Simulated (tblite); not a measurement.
silicon atom (Si), triplet; GFN1-xTB (tblite).

Input for tblite:
```
$ tblite run mol.xyz --method gfn1 --charge 0 --spin 2 --etemp 2000 --json tblite.json --no-restart

# file mol.xyz
1

Si     0.00000000     0.00000000     0.00000000
```

Output, abridged:

```
xTB calculator
 | screened Coulomb repulsion
 | Coulomb electrostatics
 |  * isotropic Klopman-Ohno-Mataga-Nishimoto electrostatics
 |  * onsite third-order electrostatics
 | DFT-D3(BJ) dispersion correction

halogen bonding energy    0.0000000000000E+00 Eh
repulsion energy          0.0000000000000E+00 Eh
dispersion energy         0.0000000000000E+00 Eh
number of electrons       4.0000000000000E+00 e
integral cutoff           2.8146159136829E+01 bohr

------------------------------------------------------------
  cycle        total energy    energy error   density error
------------------------------------------------------------
      1     -1.633729150714  -1.6337292E+00   2.4341908E-09
      2     -1.633729150714   0.0000000E+00   1.4605145E-09
------------------------------------------------------------

electronic energy        -1.6337291507138E+00 Eh
total energy             -1.6337291507138E+00 Eh

Post processing:
 | Mayer-Wiberg bond orders

[Info] JSON dump of results written to 'tblite.json'
```
